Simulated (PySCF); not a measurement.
# Orbital picture of BaH

PBE0 at R = 2.212 Å; basis Ba x2c-TZVPall, H x2c-TZVPall; spin-free X2C with a Gaussian nucleus; PySCF 2.14. State: ²Σ⁺ (doublet), unpaired electrons σ ↑. Only the outer orbitals are listed, counted within each symmetry.

| spin | orbital | occ. | ε (eV) | on Ba (%) | main shells (%) |
| --- | --- | --- | --- | --- | --- |
| α | 10σ | 1 | -35.46 | 100 | 100 Ba s |
| α | 6π | 1 | -19.70 | 100 | 100 Ba p |
| α | 6π | 1 | -19.70 | 100 | 100 Ba p |
| α | 11σ | 1 | -19.53 | 99 | 99 Ba p |
| α | 12σ | 1 | -5.79 | 34 | 66 H s, 18 Ba d, 13 Ba s |
| α | 13σ | 1 | -3.41 | 99 | 72 Ba s, 16 Ba d, 11 Ba p |
| α | 7π | 0 | -1.10 | 100 | 63 Ba p, 37 Ba d |
| α | 7π | 0 | -1.10 | 100 | 63 Ba p, 37 Ba d |
| α | 3δ | 0 | -0.99 | 100 | 100 Ba d |
| β | 10σ | 1 | -35.36 | 100 | 100 Ba s |
| β | 6π | 1 | -19.57 | 100 | 100 Ba p |
| β | 6π | 1 | -19.57 | 100 | 100 Ba p |
| β | 11σ | 1 | -19.39 | 99 | 99 Ba p |
| β | 12σ | 1 | -5.67 | 35 | 65 H s, 18 Ba d, 13 Ba s |
| β | 13σ | 0 | -1.60 | 98 | 77 Ba s, 11 Ba d, 10 Ba p |
| β | 7π | 0 | -0.47 | 100 | 87 Ba d, 13 Ba p |
| β | 7π | 0 | -0.47 | 100 | 87 Ba d, 13 Ba p |

Which are the highest filled and the lowest empty level, where do they sit, and how wide is the gap?

Highest filled α 13σ at -3.41 eV (in %: 72 Ba s, 16 Ba d, 11 Ba p); lowest empty β 13σ at -1.60 eV (in %: 77 Ba s, 11 Ba d, 10 Ba p); the gap at PBE0 is 1.81 eV.

```json
{
  "bond order (Mayer)": "0.88",
  "⟨S²⟩": "0.751",
  "charge on Ba (Mulliken, basis-dependent)": "0.34",
  "charge on Ba (Löwdin, basis-dependent)": "0.26",
  "dipole moment (positive dipole means Ba(−)H(+))": "-3.43 D"
}
```

Spin–orbit coupling is left out. The state was picked by a PBE0 search and need not be the measured ground state.
